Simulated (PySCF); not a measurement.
A structure optimised at ωB97X-D3(BJ)/def2-SVP, used in a PySCF frequency run:

```xyz
6

F     -1.5607     0.3731     0.0000
C     -0.2619     0.1389     0.0000
Br     0.1797    -1.6781     0.0000
C      0.6553     1.1050     0.0000
Cl     0.2161     2.7669     0.0000
H      1.7207     0.8755     0.0000
```
Charge 0, spin multiplicity 1.

**Question.** Write its SMILES, formula and point group.

**Answer.** F/C(Br)=C\Cl, C₂HBrClF, Cs

**Question.** What are its rotational constants (standard atomic weights)?

**Answer.** 8.5043, 0.98384, 0.88182 GHz
